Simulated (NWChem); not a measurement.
System: YF$_{2}$ cation; SMILES [F][Y+][F]

Parts of the log:

```
             Northwest Computational Chemistry Package (NWChem) 7.3.0
             --------------------------------------------------------

 C2V symmetry detected

                             Geometry "geometry" -> ""
                             -------------------------

 Output coordinates in angstroms (scale by  1.889725989 to convert to a.u.)

  No.       Tag          Charge          X              Y              Z
 ---- ---------------- ---------- -------------- -------------- --------------
    1 Y                   39.0000     0.00000000     0.00000000     0.49450986
    2 F                    9.0000    -1.49779225     0.00000000    -1.07143803
    3 F                    9.0000     1.49779225     0.00000000    -1.07143803

 Effective nuclear repulsion energy (a.u.)     185.7416439876

      Symmetry information
      --------------------

 Group name             C2v
 Group number             16
 Group order               4
 No. of unique centers     2

                                Z-matrix (autoz)
                                --------

 Units are Angstrom for bonds and degrees for angles

      Type          Name      I     J     K     L     M      Value
      ----------- --------  ----- ----- ----- ----- ----- ----------
    1 Stretch                  1     2                       2.16693
    2 Stretch                  1     3                       2.16693
    3 Bend                     2     1     3                87.45123

                           NWChem Geometry Optimization
                           ----------------------------

 maximum gradient threshold         (gmax) =   0.000450
 rms gradient threshold             (grms) =   0.000300
 maximum cartesian step threshold   (xmax) =   0.001800
 rms cartesian step threshold       (xrms) =   0.001200
 fixed trust radius                (trust) =   0.300000
 source of zmatrix                         =   autoz

          -------------------
          Energy Minimization
          -------------------

 Using diagonal initial Hessian
 Scaling for Hessian diagonals: bonds = 1.00  angles = 0.25  torsions = 0.10

          --------
          Step   0

                                 NWChem DFT Module
                                 -----------------

 Summary of "ao basis" -> "ao basis" (spherical)
 ------------------------------------------------------------------------------
       Tag                 Description            Shells   Functions and Types
 ---------------- ------------------------------  ------  ---------------------
 Y                          def2-svp                11       31   5s3p2d1f
 F                          def2-svp                 6       14   3s2p1d

      Symmetry analysis of basis
      --------------------------

        a1         24
        a2          7
        b1         17
        b2         11

            General Information
            -------------------
          SCF calculation type: DFT
          Wavefunction type:  closed shell.
          No. of atoms     :     3
          No. of electrons :    28
           Alpha electrons :    14
            Beta electrons :    14
          Charge           :     1
          Spin multiplicity:     1
          Use of symmetry is: on ; symmetry adaption is: on
          Maximum number of iterations: 150
          AO basis - number of functions:    59
                     number of shells:    23
          Convergence on energy requested:  1.00D-06
          Convergence on density requested:  1.00D-05
          Convergence on gradient requested:  5.00D-04

              XC Information
              --------------
          PerdewBurkeErnzerhof Exchange Functional  1.000
            Perdew 1991 LDA Correlation Functional  1.000 local
           PerdewBurkeErnz. Correlation Functional  1.000 non-local

             Grid Information
             ----------------
          Grid used for XC integration:  medium
          Radial quadrature: Mura-Knowles
          Angular quadrature: Lebedev.
          Tag              B.-S. Rad. Rad. Pts. Rad. Cut. Ang. Pts.
          ---              ---------- --------- --------- ---------
          Y                   1.80      123          10.0       590
          F                   0.50       49           8.0       434
          Grid pruning is: on
          Number of quadrature shells:   172
          Spatial weights used:  Erf1

           DFT-D3BJ Model
          s6 scale factor  :        1.000000000000
          s8 scale factor  :        0.787500000000
          a1 parameter     :        0.428900000000
          a2 parameter     :        4.440700000000
              vdW contrib  :       -0.001170952753

      Superposition of Atomic Density Guess
      -------------------------------------

 Sum of atomic energies:        -242.24249820

 Renormalizing density from      29.00 to     28

      Non-variational initial energy
      ------------------------------

 Total energy =    -231.165632
 1-e energy   =    -449.193561
 2-e energy   =     155.366242
 HOMO         =      -1.046714
 LUMO         =      -0.361702

      Symmetry analysis of molecular orbitals - initial
      -------------------------------------------------

  Numbering of irreducible representations:

     1 a1          2 a2          3 b1          4 b2

  Orbital symmetries:

[...]

      ----------------------
      Optimization converged
      ----------------------

  Step       Energy      Delta E   Gmax     Grms     Xrms     Xmax
  ---- ---------------- -------- -------- -------- -------- --------
@    7    -237.57169574  4.0D-08  0.00003  0.00002  0.00009  0.00019
                                     ok       ok       ok       ok

                                Z-matrix (autoz)
                                --------

 Units are Angstrom for bonds and degrees for angles

      Type          Name      I     J     K     L     M      Value     Gradient
      ----------- --------  ----- ----- ----- ----- ----- ---------- ----------
    1 Stretch                  1     2                       1.92403    0.00003
    2 Stretch                  1     3                       1.92403    0.00003
    3 Bend                     2     1     3               109.91423   -0.00000

                         Geometry "geometry" -> "geometry"
                         ---------------------------------

 Output coordinates in angstroms (scale by  1.889725989 to convert to a.u.)

  No.       Tag          Charge          X              Y              Z
 ---- ---------------- ---------- -------------- -------------- --------------
    1 Y                   39.0000     0.00000000     0.00000000     0.18704948
    2 F                    9.0000    -1.57524627     0.00000000    -0.91770784
    3 F                    9.0000     1.57524627     0.00000000    -0.91770784

 Effective nuclear repulsion energy (a.u.)     206.6805113738

      Symmetry information
      --------------------

 Group name             C2v
 Group number             16
 Group order               4
 No. of unique centers     2

                Final and change from initial internal coordinates
                --------------------------------------------------

                                Z-matrix (autoz)
                                --------

 Units are Angstrom for bonds and degrees for angles

      Type          Name      I     J     K     L     M      Value       Change
      ----------- --------  ----- ----- ----- ----- ----- ---------- ----------
    1 Stretch                  1     2                       1.92403   -0.24290
    2 Stretch                  1     3                       1.92403   -0.24290
    3 Bend                     2     1     3               109.91423   22.46300

[...]

 Rotational Constants
 --------------------
 A=   0.518872 cm-1  (  0.746524 K)
 B=   0.178795 cm-1  (  0.257241 K)
 C=   0.132974 cm-1  (  0.191316 K)

 Temperature                      =   298.15K
 frequency scaling parameter      =   1.0000

 Zero-Point correction to Energy  =    2.177 kcal/mol  (  0.003470 au)
 Thermal correction to Energy     =    4.513 kcal/mol  (  0.007191 au)
 Thermal correction to Enthalpy   =    5.105 kcal/mol  (  0.008135 au)

 Total Entropy                    =   66.824 cal/mol-K
   - Translational                =   40.410 cal/mol-K (mol. weight = 126.9022)
   - Rotational                   =   22.997 cal/mol-K (symmetry #  =        2)
   - Vibrational                  =    3.417 cal/mol-K

 Cv (constant volume heat capacity) =    9.562 cal/mol-K
   - Translational                  =    2.979 cal/mol-K
   - Rotational                     =    2.979 cal/mol-K
   - Vibrational                    =    3.603 cal/mol-K

[normal modes left out]

 ----------------------------------------------------------------------------
 Normal Eigenvalue ||           Projected Infra Red Intensities
  Mode   [cm**-1]  || [atomic units] [(debye/angs)**2] [(KM/mol)] [arbitrary]
 ------ ---------- || -------------- ----------------- ---------- -----------
    1       -0.000 ||    0.007457           0.172         7.270       2.067
    2       -0.000 ||    0.009736           0.225         9.491       2.699
    3        0.000 ||    0.040955           0.945        39.925      11.354
    4        0.000 ||    0.010853           0.250        10.581       3.009
    5        0.000 ||    0.010853           0.250        10.581       3.009
    6        0.000 ||    0.012603           0.291        12.286       3.494
    7      141.357 ||    0.019869           0.458        19.370       5.509
    8      688.812 ||    0.052095           1.202        50.785      14.443
    9      693.531 ||    0.160206           3.696       156.176      44.415
 ----------------------------------------------------------------------------
```

Level: PBE-D3(BJ)/def2-SVP with def2 effective core potentials on Y. The spin multiplicity was typed, not searched, and may not be the lowest. def2 effective core potentials on Y; no spin-orbit coupling.

Problem. Write an input that gives this output.

Solution. Several could match; the one computed here: the input that was run:
```
start job
memory heap 200 mb stack 900 mb global 1100 mb
charge 1
geometry units angstroms
  Y      0.350796     0.264411     0.163919
  F     -1.116879     0.418416    -1.422838
  F     -0.524721    -1.655776     0.655768
end
basis spherical
  * library def2-svp
end
ecp
  Y library def2-ecp
end
dft
  xc xpbe96 cpbe96
  disp vdw 4
  iterations 150
end
driver
  maxiter 120
end
task dft optimize
dft
  grid fine
  convergence energy 1d-8 density 1d-7
end
task dft freq numerical
```
